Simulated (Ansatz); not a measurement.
Total energies of Cd₄H₁₄Se₄ from Ansatz at PBE-D4/def2-TZVP, gas phase (1 Eh = 27.2114 eV = 2625.5 kJ/mol). The reference geometry is relaxed at PBE-D4/def2-SVP, loosely relaxed.

Cartesian coordinates in Å:
```
Cd -0.888 2.657 -1.393
Se -1.772 1.063 1.249
Cd 1.777 -2.061 -2.701
Se -0.841 -0.297 -1.695
Se -0.533 -3.122 0.126
Cd 0.165 -1.170 2.248
Cd 1.666 0.901 -1.370
Se 2.263 -0.111 1.131
H -2.300 3.367 -1.977
H 0.107 3.192 2.910
H -3.029 0.396 0.825
H -2.377 1.503 2.543
H 1.400 -2.007 -4.350
H 2.260 -2.343 -1.080
H -1.081 -0.119 -3.148
H -1.990 -2.946 0.384
H -0.499 -4.237 1.128
H -0.647 -1.700 3.643
H 0.813 2.618 -0.810
H 2.866 0.731 -2.590
H 0.499 2.536 3.001
H 2.143 1.148 1.928
```

```csv
state,geometry,energy (Eh)
charge 0 singlet,reference,-10284.23824
charge 1 doublet,reference,-10283.94942
charge -1 doublet,reference,-10284.25280
free Cd atom (singlet),–,-167.78889
free Se atom (triplet),–,-2401.12489
free H atom (doublet),–,-0.49962
```

In the def2 sets Cd takes a core potential; there is no spin–orbit coupling. Single mean-field runs in def2-TZVP are fitted with def2-universal-jkfit.

**Question.** Work out the vertical ionisation energy to the doublet.

**Answer.** E(charge 1 doublet) − E(charge 0 singlet) = -10283.94942 − (-10284.23824) = 0.28882 Eh = 7.86 eV. For comparison, −ε of the highest occupied level is 5.87 eV at this level, 1.99 eV less.

**Question.** Work out the vertical electron affinity, to the doublet.

**Answer.** E(charge 0 singlet) − E(charge -1 doublet) = -10284.23824 − (-10284.25280) = 0.01456 Eh = 0.40 eV. The basis lacks diffuse functions, which makes affinities too small.

**Question.** Give the fundamental gap IE − EA, the Mulliken electronegativity (IE + EA)/2 and the hardness (IE − EA)/2.

**Answer.** From the values in Eh: IE − EA = 0.28882 − 0.01456 = 0.27426 Eh = 7.46 eV; (IE + EA)/2 = 4.13 eV; (IE − EA)/2 = 3.73 eV. The HOMO–LUMO gap of the same run is 3.84 eV, 3.62 eV smaller than the fundamental gap.

**Question.** What is the binding energy per atom against free atoms?

**Answer.** Atoms: 4 × (-167.78889) + 4 × (-2401.12489) + 14 × (-0.49962) = -10282.64980 Eh. Binding: -10282.64980 − (-10284.23824) = 1.58844 Eh = 43.22 eV, or 1.96 eV for each of 22 atoms (no zero-point energy, no counterpoise term).

The geometry of the charge 0 singlet is only loosely relaxed. The geometry of the charge 1 doublet is only loosely relaxed. The geometry of the charge -1 doublet is only loosely relaxed. At PBE-D4/def2-TZVP the gap within one spin of the charge 1 doublet nearly closes, so an electron or hole may be smeared out by delocalisation error. At PBE-D4/def2-TZVP the gap within one spin of the charge -1 doublet nearly closes, so an electron or hole may be smeared out by delocalisation error. At PBE-D4/def2-TZVP the highest occupied level of the charge -1 doublet lies above zero (up to 1.28 eV). By energy differences its removal costs 0.40 eV (vertical, to the charge 0 singlet, at PBE-D4/def2-TZVP); self-interaction error and the lack of diffuse functions both raise the level.
